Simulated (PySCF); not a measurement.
C₄H₁₂N₂Si₃.
Bonds: N1–C2 (triple), C2–Si3, Si3–N4, N4–Si5, N4–Si6, Si3–C7, C7–C8, C8–C9, Si3–C9. Hydrogens: H10, H11, H12 on Si5; H13, H14, H15 on Si6; H16, H17 on C7; H18, H19 on C8; H20, H21 on C9.

The geometry is computed with GFN2-xTB (gas phase).

Q: What internal coordinates does the optimisation give?

A: 
| bond | length (Å) |
| --- | --- |
| N1≡C2 | 1.146 |
| C2–Si3 | 1.877 |
| Si3–N4 | 1.734 |
| N4–Si5, N4–Si6 | 1.750 |
| Si3–C7, Si3–C9 | 1.905 |
| C7–C8, C8–C9 | 1.541 |
| Si5–H10 and 5 like bonds | 1.462 |
| C7–H16, C9–H21 | 1.086 |
| C7–H17, C9–H20 | 1.088 |
| C8–H18 | 1.089 |
| C8–H19 | 1.089 |

Bonds in one row agree within 0.01 Å and their mean is given. A selection of angles:
| angle | degrees |
| --- | --- |
| N1–C2–Si3 | 178.0 |
| C2–Si3–N4 | 108.0 |
| C2–Si3–C7 | 112.5 |
| C2–Si3–C9 | 112.5 |
| N4–Si3–C7 | 122.1 |
| C7–Si3–C9 | 76.9 |
| Si3–N4–Si5 | 118.5 |
| Si5–N4–Si6 | 121.0 |
| Si3–C7–C8 | 89.9 |
| C7–C8–C9 | 100.5 |

Dihedral angles: C2–Si3–N4–Si5 82° (synclinal); C2–Si3–C7–C8 -98° (anticlinal); Si3–C7–C8–C9 -14° (synperiplanar); C7–C8–C9–Si3 14° (synperiplanar); C2–Si3–C9–C8 98° (anticlinal).

The 3 C–Si bonds span 1.877 Å (C2–Si3, drawn single) to 1.905 Å (Si3–C7, drawn single), a spread of 0.028 Å. Si5 (SiH3 silicon) is tetrahedral (angles from 106.6° to 111.5°). Si3 (four-coordinate silicon) has angles from 76.9° to 122.1°. N4 (nitrogen bridging silicon atoms) is almost planar (angles 121.0°, 118.5° and 118.5°, sum 357.9°, 0.15 Å off the plane of its three neighbours). The 4-membered ring Si3–C7–C8–C9 has internal angles of 76.9° to 100.5°; it is puckered, 0.09 Å rms from its mean plane, widest ring torsion 14°.

Point group: Cs (tolerance 0.08 Å). Not checked by GFN2-xTB frequencies. One conformer, not necessarily the lowest.
